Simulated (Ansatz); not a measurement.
This geometry of AlClF$_{2}$H$_{4}$O$_{2}$Zr (11 atoms, charge 0, multiplicity 1) is a first-order saddle point.

Level of theory: Ansatz, RKS PBE/def2-SVP.

```xyz
11
Properties=species:S:1:pos:R:3
Zr 0.047 -0.366 0.055
O 0.378 0.024 2.143
H -0.211 0.473 2.777
F 1.510 0.482 -0.832
F -1.576 0.654 0.061
Cl -0.685 -2.184 -1.540
O 0.418 -2.042 1.170
Al -0.078 -3.605 0.394
H 1.129 -4.505 -0.128
H -1.473 -4.166 0.933
H 0.408 -1.172 2.078
```

Which two structures does it join? (They come from a converged band through this point; their orientation in space is the band's.)

Bonds broken: O7–H11. Bonds formed: O2–H11.

First end point:

```xyz
11
Properties=species:S:1:pos:R:3
Zr -0.045 -0.217 0.332
O 0.252 0.619 2.029
H 0.356 1.116 2.851
F 1.403 0.473 -0.709
F -1.731 0.540 -0.166
Cl -0.454 -2.161 -1.515
O 0.127 -2.134 1.281
Al -0.123 -3.658 0.191
H 1.264 -4.425 -0.001
H -1.493 -4.377 0.582
H 0.312 -2.185 2.237
```

Last end point:

```xyz
11
Properties=species:S:1:pos:R:3
Zr 0.035 -0.605 0.085
O 0.435 0.243 2.223
H -0.262 0.806 2.613
F 1.635 0.245 -0.564
F -1.576 0.446 0.320
Cl -0.644 -2.172 -1.764
O 0.258 -2.211 1.100
Al -0.123 -3.710 0.152
H 1.156 -4.526 -0.343
H -1.537 -4.359 0.510
H 0.492 -0.564 2.778
```

How far does it lie above each of them?

71.5 kJ/mol above the first and 27.8 kJ/mol above the second. This is the barrier of this one path; another mechanism may lie lower. The orbitals stay closed-shell, which can raise the energy where a bond breaks towards radicals; this wasn't checked here.

Time of the run: 3.8 min on 4 threads of Arm Neoverse V1, on a shared host, peak memory 0.22 GiB.
